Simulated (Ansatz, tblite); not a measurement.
Removing an electron: PbF4. Charge 0, multiplicity 1. Geometry: PBE-D4/def2-SVP. Ansatz, gas phase; energy differences of separate SCF runs; the oxidised species was run as a doublet alone.

```xyz
5

Pb    0.000    0.000    0.000
F     1.367   -1.230   -0.879
F     0.370    1.928   -0.548
F     0.138   -0.169    2.026
F    -1.875   -0.529   -0.599
```

In the def2 sets Pb takes a core potential; there is no spin–orbit coupling. The xTB rows come from tblite. HOMO above LUMO, or a gap near zero within one spin, warns that the state may not be the lowest or that an electron is smeared out.

```csv
level,−HOMO (eV),vertical IE (eV),−LUMO (eV),HOMO–LUMO gap (eV),remarks
GFN1-xTB,15.11,18.71,12.63,2.48,–
GFN2-xTB,14.61,17.96,12.71,1.90,–
PBE-D4/def2-TZVP,10.06,13.35,6.89,3.17,gap within one spin near zero (+1 doublet)
r2SCAN-D4/def2-TZVP,10.60,13.74,6.91,3.69,–
PBE0-D4/def2-TZVP,12.14,14.32,6.18,5.96,–
```

  Raw xTB energy differences between charge states are shifted by several eV; the methods need an empirical correction for them.
